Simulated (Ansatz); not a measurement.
C₂H₅NSiZn, relaxed with RKS PBE-D4/def2-SVP in the Gaussian-basis code of Ansatz from a rough embedded geometry. The force threshold is 0.03 eV/Å; the program also tests the step.

Charge 0, multiplicity 1. The bonds changed during the relaxation, so this is another structure than the one it started from.

Start:

```xyz
10

C     0.853   -0.274    1.986
N     0.199   -0.707    0.916
C    -0.202    0.212   -0.092
Si   -0.897   -0.600   -1.601
Zn    0.223    1.826   -1.633
H     1.059    0.708    2.132
H     1.112   -1.046    2.703
H    -1.020    0.942    0.295
H    -1.535    0.299   -2.471
H     0.208   -1.359   -2.235
```

```json
{"step": "1", "energy (eV)": "-59910.0723", "largest force (eV/Å)": "4.112", "largest move (Å)": "0.000"}
{"step": "2", "energy (eV)": "-59911.2589", "largest force (eV/Å)": "1.881", "largest move (Å)": "0.195"}
{"step": "3", "energy (eV)": "-59911.6525", "largest force (eV/Å)": "1.564", "largest move (Å)": "0.195"}
{"step": "4", "energy (eV)": "-59911.8796", "largest force (eV/Å)": "0.903", "largest move (Å)": "0.194"}
{"step": "5", "energy (eV)": "-59912.0044", "largest force (eV/Å)": "0.440", "largest move (Å)": "0.200"}
{"step": "6", "energy (eV)": "-59912.0706", "largest force (eV/Å)": "0.315", "largest move (Å)": "0.192"}
{"step": "7", "energy (eV)": "-59912.1161", "largest force (eV/Å)": "0.351", "largest move (Å)": "0.200"}
{"step": "8", "energy (eV)": "-59912.1677", "largest force (eV/Å)": "0.444", "largest move (Å)": "0.197"}
{"step": "9", "energy (eV)": "-59912.2089", "largest force (eV/Å)": "0.439", "largest move (Å)": "0.198"}
{"step": "10", "energy (eV)": "-59912.2332", "largest force (eV/Å)": "0.633", "largest move (Å)": "0.194"}
{"step": "11", "energy (eV)": "-59912.2688", "largest force (eV/Å)": "0.356", "largest move (Å)": "0.124"}
{"step": "12", "energy (eV)": "-59912.3066", "largest force (eV/Å)": "0.276", "largest move (Å)": "0.193"}
{"step": "13", "energy (eV)": "-59912.3550", "largest force (eV/Å)": "0.178", "largest move (Å)": "0.195"}
{"step": "14", "energy (eV)": "-59912.3888", "largest force (eV/Å)": "0.175", "largest move (Å)": "0.195"}
{"step": "15", "energy (eV)": "-59912.3980", "largest force (eV/Å)": "0.198", "largest move (Å)": "0.102"}
{"step": "16", "energy (eV)": "-59912.4024", "largest force (eV/Å)": "0.117", "largest move (Å)": "0.080"}
{"step": "17 (rejected)", "energy (eV)": "-59912.3707", "largest force (eV/Å)": "0.312", "largest move (Å)": "0.135"}
{"step": "18", "energy (eV)": "-59912.4069", "largest force (eV/Å)": "0.064", "largest move (Å)": "0.035"}
{"step": "19", "energy (eV)": "-59912.4078", "largest force (eV/Å)": "0.039", "largest move (Å)": "0.021"}
{"step": "20", "energy (eV)": "-59912.4084", "largest force (eV/Å)": "0.020", "largest move (Å)": "0.011"}
```

End:

```xyz
10

C     0.832    0.028    1.757
N     0.408   -0.485    0.635
C    -0.814   -0.218    0.095
Si   -0.692   -0.259   -1.691
Zn    1.522    1.191   -1.094
H     0.182    0.643    2.423
H     1.851   -0.214    2.106
H    -1.554    0.413    0.644
H    -1.812    0.273   -2.537
H     0.076   -1.371   -2.338
```

It took 51 s on 2 threads of an AMD EPYC 7R13 on a shared host, with 0.2 GiB of host memory at the peak.
